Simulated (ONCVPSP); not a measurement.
# silicon (Si), ONCV: configuration errors across variants

| Quantity | Value |
| --- | --- |
| Element | Si |
| Generator | ONCVPSP 4.0.1 |
| Type | optimised norm-conserving Vanderbilt (ONCV) |
| Functional | PBEsol |
| Relativity | scalar-relativistic |
| Frozen core | [Ne] |
| Valence charge | 4 |
| Reference configuration | 3s2 3p2 |
| Partial waves | 3s: rc 1.65 bohr, ncon 4, nbas 8, qcut 3.1 1/bohr, local; 3p: rc 2.05 bohr, ncon 5, nbas 8, qcut 4.1 1/bohr, 2 projectors, debl 2.3 Ha; d scattering state at 0.09 Ha: rc 1.65 bohr, ncon 4, nbas 8, qcut 4.9 1/bohr, 1 projector |
| Local potential | the s channel |
| Core correction | polynomial model core, fcfact 0.7 |

All-electron excitation energies from the reference (eV): (1) 3s2 3p1 7.713; (2) 3s2 3p0 23.676; (3) 3s1 3p0 57.576; (4) 3s2 3p1.5 2.909.

1 further variants failed, have other tests or too few solved ones, and are left out.

Errors AE − PS in meV (a dash: test not solved or not reliable):

```tsv
change	(1)	(2)	(3)	(4)	bound ghosts	GHOST(+) flags above zero
base	+2.0	+20	+58	+0.2	none	none
p: rc 1.66	+1.7	+17	+48	+0.2	none	p
p: rc 1.8	+1.8	+19	+54	+0.2	none	none
p: rc 2.04	+2.0	+20	+58	+0.2	none	none
p: rc 2.18	+1.9	+20	+57	+0.2	none	none
p: rc 2.44	+1.7	+17	+51	+0.2	none	none
p: rc 2.84	+1.0	+11	+34	+0.1	none	none
p: rc 2.96	+0.8	+8.6	+29	0.0	none	none
```

Q: Give the same row for: p: rc 2.58.

A: +1.5, +15, +45, +0.1; bound ghosts: none; GHOST(+) flags above zero: none.
